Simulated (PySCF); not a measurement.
Gas-phase reaction: 6 GeO + 2 H₂O₂ = GeH₄ + 5 GeO₂

Computed with PySCF (xtb for GFN2) and rigid-rotor harmonic-oscillator thermochemistry at 1 bar. S°(298 K) at PBE0/def2-TZVP differs from the NASA 1993 table for H₂O₂ (-8 J/mol/K); whether the harmonic model or the table's entry is off was not settled. † marks an energy on the PBE0/def2-TZVP geometry and frequencies; other levels use their own. CCSD(T) freezes the core. 6-31G* has spherical d functions here. All species are closed-shell singlets. B3LYP is the form with VWN-RPA correlation. Ge: all electrons, no relativistic terms. No R ln 2 is added for the mirror-image form of H₂O₂. GeO₂: computed as isolated molecules; such fragments, hydroxides, amides, oligomers or adducts are transient or little studied in the gas. CCSD(T) isn't extrapolated to the basis-set limit; its ΔH°(298 K) is 196.6 kJ in def2-SVP and 70.4 kJ in def2-TZVPP. The harmonic model lacks anharmonicity and excited electronic states, which grow with temperature; levels with a mode under 35 cm⁻¹ are left out. Internal rotation in H₂O₂ is treated as a harmonic vibration of one conformer, which makes the entropy rough. Warning, large T1 diagnostic: GeO, GeO₂ (CCSD(T)/def2-SVP†, CCSD(T)/def2-TZVPP†). Warning, point group unlike the PBE0 one: H₂O₂ (GFN2-xTB).

```
level                ΔE electronic, kJ  ΔH°(298 K), kJ  ΔS°(298 K), J/K  ΔG°(1600 K), kJ
-------------------  -----------------  --------------  ---------------  ---------------
B3LYP/6-31G*                       292             260             -348              772
BLYP/def2-TZVP†                    158             125             -357              653
CCSD(T)/def2-SVP†                  229             197             -357              724
CCSD(T)/def2-TZVPP†                103              70             -357              598
GFN2-xTB                           368             341             -343              845
PBE0/def2-SVP†                     195             163             -357              690
PBE0/def2-TZVP                     111              79             -357              606
ωB97M-V/def2-TZVP†                 203             171             -357              698
```
ΔH° is lowest at CCSD(T)/def2-TZVPP† and highest at GFN2-xTB. No reference value is set beside these.
